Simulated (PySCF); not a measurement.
**Tl: excitation energy**

Tl [Xe] 4f14 5d10 6s2 6p1 (2P) → Tl [Xe] 4f14 5d10 6s1 6p1 7s1 (4P), as a difference of total energies. All numbers are calculated (PySCF 2.14, scalar relativity through the core potential, in aug-cc-pwCVDZ-PP with ECP60MDF (6s5p4d1f, 48 functions)). Correlated levels: valence: 5s2 5p6 5d10 frozen. The calculations carry no spin-orbit coupling.

| method | excitation energy (eV) |
| --- | --- |
| UHF | 7.906 |
| MP2 (valence) | 8.424 |
| SCS-MP2 (valence) | 8.602 |
| CCSD (valence) | 8.599 |
| CCSD(T) (valence) | 8.608 |
| CCSDT (valence) | 8.611 |

How much does correlation contribute at CCSD(T) (valence)?

8.608 − (7.906) = 0.702 eV, measured against UHF.

The upper state lies above the first ionisation limit, but in LS coupling its spin forbids autoionisation to the ground ion; at this Z spin-orbit coupling breaks that rule. A Rydberg-like electron needs more diffuse functions than a valence basis has.

The promoted electron is Rydberg-like, and one or two diffuse shells describe it only roughly, which tends to raise the upper state.
